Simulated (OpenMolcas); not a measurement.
Cr2+ (d4) among equal point charges was computed by CASSCF with the d shell active (OpenMolcas, ANO-RCC-VDZP on the metal). Its lowest spin-free states, and all those of the highest spin:

```json
{"2S+1": "5", "Degeneracy": "2", "E (cm-1)": "0.0"}
{"2S+1": "5", "Degeneracy": "3", "E (cm-1)": "7018"}
{"2S+1": "3", "Degeneracy": "3", "E (cm-1)": "14302"}
{"2S+1": "3", "Degeneracy": "2", "E (cm-1)": "19648"}
{"2S+1": "3", "Degeneracy": "3", "E (cm-1)": "20118"}
{"2S+1": "3", "Degeneracy": "3", "E (cm-1)": "20780"}
{"2S+1": "3", "Degeneracy": "1", "E (cm-1)": "22557"}
{"2S+1": "3", "Degeneracy": "1", "E (cm-1)": "23473"}
{"2S+1": "1", "Degeneracy": "3", "E (cm-1)": "23854"}
{"2S+1": "1", "Degeneracy": "2", "E (cm-1)": "24660"}
{"2S+1": "3", "Degeneracy": "3", "E (cm-1)": "26450"}
{"2S+1": "3", "Degeneracy": "2", "E (cm-1)": "26731"}
```

Q: Is the site octahedral, tetrahedral or cube-like, axial, or of lower symmetry?

A: The states with 2S+1 = 5 have orbital degeneracies 2, 3. Threefold states need a cubic site. For d4 at this spin an octahedron puts the twofold E below the threefold T2 and a tetrahedron or cube puts the threefold T2 below the twofold E, so the site is octahedral. The first gap at this spin, 7020 cm-1, is |10Dq| in ligand-field theory. The run had Cr2+ among 6 point charges of -1.76 e arranged as an octahedron (Oh), 1.97 Å from the ion.

An orbital doublet at a regular site is open to a Jahn-Teller distortion, which this geometry leaves out. Without dynamic correlation the repulsion within the d shell is too large (B by tens of per cent), so at a given field states of lower spin stand too high. This is an electrostatic model: the charges have no orbitals. No measured value stands beside these numbers.
